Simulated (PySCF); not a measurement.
## BrCl: energy against distance

Set-up: PySCF, spin-free X2C with a Gaussian nucleus, basis sets Br x2c-TZVPPall, Cl x2c-TZVPPall. Energies in eV from Br + Cl in their ground configurations at the same level. State: ¹Σ⁺ (singlet), closed shell.

All columns are PBE. A positive dipole means Br(−)Cl(+).

| R (Å) | E (eV) | μ (D) | Mulliken charge on Br (basis-dependent) | HOMO (eV) | LUMO (eV) | Mayer bond order | ⟨S²⟩ |
| --- | --- | --- | --- | --- | --- | --- | --- |
| 1.839 | -1.221 | -0.19 | 0.06 | -6.25 | -1.81 | 1.27 | 0.00 |
| 1.924 | -1.993 | -0.28 | 0.06 | -6.47 | -2.60 | 1.22 | 0.00 |
| 2.010 | -2.427 | -0.37 | 0.06 | -6.67 | -3.34 | 1.18 | 0.00 |
| 2.074 | -2.594 | -0.43 | 0.06 | -6.81 | -3.85 | 1.16 | 0.00 |
| 2.138 | -2.660 | -0.49 | 0.06 | -6.94 | -4.32 | 1.13 | 0.00 |
| 2.202 | -2.652 | -0.54 | 0.06 | -7.06 | -4.76 | 1.11 | 0.00 |
| 2.288 | -2.555 | -0.60 | 0.07 | -7.19 | -5.28 | 1.09 | 0.00 |
| 2.395 | -2.346 | -0.67 | 0.07 | -7.34 | -5.84 | 1.07 | 0.00 |
| 2.523 | -2.025 | -0.74 | 0.07 | -7.49 | -6.40 | 1.05 | 0.00 |
| 2.694 | -1.558 | -0.81 | 0.07 | -7.64 | -6.99 | 1.04 | 0.00 |

A fit through these points gives, at Re = 2.161 Å, μ = -0.51 D and dμ/dR = -0.819 D/Å; the reduced mass is 24.23 u.

Task: How strong is the fundamental in the double-harmonic approximation, I = 42.26·(dμ/dR)²/μred km/mol?

Result: I = 42.26·(-0.819)²/24.23 = 1.17 km/mol at PBE.
